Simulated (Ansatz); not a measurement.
**Abstraction of H: CH5BO2 + C2H5OS → CH4BO2 + C2H6OS**

Gas-phase species: CH5BO2 `COBO`, singlet; C2H5OS `[CH2]S(C)=O`, doublet; CH4BO2 `CO[B]O`, doublet; C2H6OS (dimethyl sulfoxide) `CS(C)=O`, singlet. A radical takes H: the energy is the difference in strength between the B–H bond broken and the C–H bond made.

Shapes, held fixed at every level: PBE0-D4/def2-TZVP. Flexible molecules stand in one conformer, not always the lowest. Programs: Ansatz 0.2.0. Electronic energies: no zero-point or thermal term.

(1) Estimate ΔE of this reaction.

Answers

(1) The highest level, CCSD(T)/CBS estimate, gives ΔE = +17.1 kJ/mol; the levels span +3.9 to +23.8. The column of differences is taken from that level and isn't an error. No measured value is set beside it here. Open shells run unrestricted. The CBS estimate extrapolates MP2 from def2-TZVPP and def2-QZVPP and adds CCSD(T) − MP2 in the triple-zeta set, cores frozen.

| level | kind | ΔE (kJ/mol) | less CCSD(T)/CBS estimate |
| --- | --- | --- | --- |
| MP2/def2-TZVPP | perturbation theory | +3.9 | -13.2 |
| HF/def2-TZVPP | Hartree–Fock | +23.8 | +6.7 |
| PBE0-D4/def2-TZVPP | global hybrid | +14.7 | -2.4 |
| wB97M-V/def2-TZVPP | range-separated hybrid | +22.5 | +5.4 |
| wB97X-V/def2-TZVPP | range-separated hybrid | +21.5 | +4.4 |
| CCSD/def2-TZVPP | coupled cluster or CI | +19.0 | +1.9 |
| CCSD(T)/CBS estimate | coupled cluster or CI | +17.1 | 0.0 |
